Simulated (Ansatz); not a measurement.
`[F][AlH][S][SiH3]` + `N=C(F)F` → `FC(F)=N[SiH3]` + `[F][AlH][SH]` at 400 K and 1 bar (ligand exchange at the Si–S bond).

Calculated with Ansatz (gas phase, PBE0-D4/def2-TZVP geometries, no zero-point term in ΔE). CCSD(T)/CBS adds triple-zeta CCSD(T) − MP2 to the extrapolated MP2 energy (def2 sets, frozen cores). This one scheme is used for every species. Each species was taken in one conformer, which may not be the lowest.

| species | CCSD(T)/CBS energy (Eh) | H − E (kJ/mol) | S (J/(mol·K)) |
| --- | --- | --- | --- |
| `[F][AlH][S][SiH3]` | -1031.20495 | 129.1 | 389.4 |
| `N=C(F)F` | -292.91376 | 86.3 | 283.3 |
| `FC(F)=N[SiH3]` | -583.21240 | 136.5 | 356.8 |
| `[F][AlH][SH]` | -740.90186 | 71.8 | 313.9 |

H − E and S are ideal-gas, rigid-rotor, harmonic terms from PBE0-D4/def2-TZVP, for one conformer and one mirror image of each species. 1 Eh = 2625.50 kJ/mol, R = 8.31446 J/(mol·K).

Problem. By hand: ΔE, ΔH, ΔS and ΔG.

Solution. ΔE = (-583.21240) + (-740.90186) − (-1031.20495) − (-292.91376) = 0.00445 Eh = 11.7 kJ/mol. Δ(H − E) = 136.5 + 71.8 − 129.1 − 86.3 = -7.1, so ΔH = 4.6 kJ/mol. ΔS = 356.8 + 313.9 − 389.4 − 283.3 = -2.0 J/(mol·K). ΔG = 4.6 − 400 × (-2.0)/1000 = 5.4 kJ/mol.

Problem. By hand: the equilibrium constant, and the temperature at which ΔG would vanish if ΔH and ΔS stayed fixed.

Solution. log₁₀ K = −ΔG/(RT ln 10) = -0.7. ΔH and −TΔS have one sign here, so there is no such temperature. One of them is within its doubt of zero, so this could turn.

The number of gas molecules stays the same, so ΔS is small and ΔH decides. The sign of ΔG lies within the doubt. A doubt of 5 kJ/mol in ΔE shifts log₁₀ K by 0.7 here. Other conformers and mirror images would add mixing entropy, several J/(mol·K) or more a flexible species. Modes under 60 cm⁻¹, often nearly free rotors, make the harmonic entropy too high. These are equilibria of isolated gas molecules and say nothing of rates. Largest T1 diagnostic: 0.013 (customary marks: 0.02 for closed shells, 0.045 for open ones).
